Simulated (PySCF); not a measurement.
## Dipole response of F(2+) (fluorine, charge +2)

[He] 2s2 2p3, high-spin 4S determinant. Computed with PySCF 2.14 in aug-cc-pVQZ-DK (6s5p4d3f2g, 80 functions), with the spin-free X2C one-electron Hamiltonian (Gaussian nucleus). Coupled (time-dependent) response in atomic units; α is the mean over directions.

| method | mean α (bohr³) | C₆ (like pair) | S(−4) |
| --- | --- | --- | --- |
| UHF | 1.268 | 1.555 | 1.538 |
| PBE | 1.248 | 1.590 | 1.255 |
| PBE0 | 1.241 | 1.567 | 1.281 |
| BHandHLYP | 1.212 | 1.521 | 1.190 |
| HSE06 | 1.246 | 1.573 | 1.301 |

S(−4) is the Cauchy moment in α(ω) = α(0) + S(−4) ω² + …

α(iu) at PBE:

| u (hartree) | α(iu) (bohr³) |
| --- | --- |
| 0 | 1.248 |
| 0.0500 | 1.245 |
| 0.100 | 1.235 |
| 0.200 | 1.201 |
| 0.300 | 1.150 |
| 0.500 | 1.028 |
| 0.750 | 0.8795 |
| 1.00 | 0.7549 |
| 1.50 | 0.5689 |
| 2.00 | 0.4400 |
| 3.00 | 0.2804 |
| 5.00 | 0.1385 |

A single London oscillator, α(iu) = α/(1 + u²/ω²), gives C₆ = (3/4) ω α². Matching the computed C₆ needs ω = 4 × 1.590 / (3 × 1.248²) = 1.36 hartree.

For an ion, C₆ is the dispersion term alone; charge-induced terms of lower order in 1/R come first.
